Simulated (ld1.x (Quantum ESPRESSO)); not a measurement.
Reading a pseudo-wave (C (Z = 6))

Columns: radius, all-electron u(r) and pseudo u(r) of the 2s shell (level -13.65 eV) of carbon in the configuration [He] 2s2 2p2; PBEsol, scalar-relativistic, RRKJ scheme, ld1.x (Quantum ESPRESSO) 7.5.

```csv
r (bohr),all-electron,pseudo
0.130,0.3491,-0.0797
0.260,0.2260,-0.1639
0.390,-0.0251,-0.2582
0.520,-0.2757,-0.3699
0.650,-0.4822,-0.5018
0.780,-0.6349,-0.6356
0.910,-0.7362,-0.7362
1.040,-0.7938,-0.7938
1.170,-0.8169,-0.8169
1.300,-0.8139,-0.8139
1.430,-0.7923,-0.7923
1.560,-0.7578,-0.7578
1.690,-0.7152,-0.7152
1.820,-0.6680,-0.6680
1.950,-0.6185,-0.6185
2.080,-0.5688,-0.5688
2.210,-0.5201,-0.5201
2.340,-0.4733,-0.4733
2.470,-0.4290,-0.4290
2.600,-0.3875,-0.3875
2.730,-0.3490,-0.3490
2.860,-0.3135,-0.3135
2.990,-0.2810,-0.2810
3.120,-0.2514,-0.2514
3.250,-0.2246,-0.2246
3.380,-0.2003,-0.2003
```

Q: How many radial nodes do the two functions have?

A: The all-electron 2s function has n − l − 1 = 1; the pseudo-wave has 0, since the states of the same l below it are removed with the core.

Q: At about which radius was the pseudo-wave matched?

A: 0.90 bohr, where the columns begin to agree (steps of 0.13 bohr).

Q: Where does each function peak?

A: Outermost all-electron maximum near 1.17 bohr, pseudo maximum near 1.17 bohr (to the table’s step).

Q: Is the pseudo-wave norm-conserving?

A: Yes: the RRKJ scheme keeps the norm inside the radius equal to the all-electron one, which fixes the energy derivative of the logarithmic derivative at the level.
